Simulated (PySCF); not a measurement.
Al(F)(SiH3)2 (AlFH6Si2), SMILES [F][Al]([SiH3])[SiH3].

Coordinates come from a B3LYP-D3(BJ)/def2-SVP optimisation. The structure was generated by enumeration; whether it is a known compound was not checked.

Method: C-PCM-M06-2X/def2-SVP (PySCF).

The values are the electrostatic part of the solvation free energy, E(continuum) − E(gas) at the gas-phase geometry, in a cavity of scaled van der Waals radii (PySCF's table); cavitation and dispersion terms are not included. A continuum can't describe solvent molecules that bind to the metal. In vacuum the orbital gap is 6.93 eV. The dipole moment in vacuum is 1.10 D.

Computed values in water (ε = 78.36), chloroform (ε = 4.71), ethanol (ε = 24.85):
```csv
solvent,ε,ΔG(elec) (kcal/mol),dipole (D),gap (eV)
water,78.36,-6.3,1.21,7.23
chloroform,4.71,-4.9,1.18,7.16
ethanol,24.85,-6.1,1.21,7.22
```
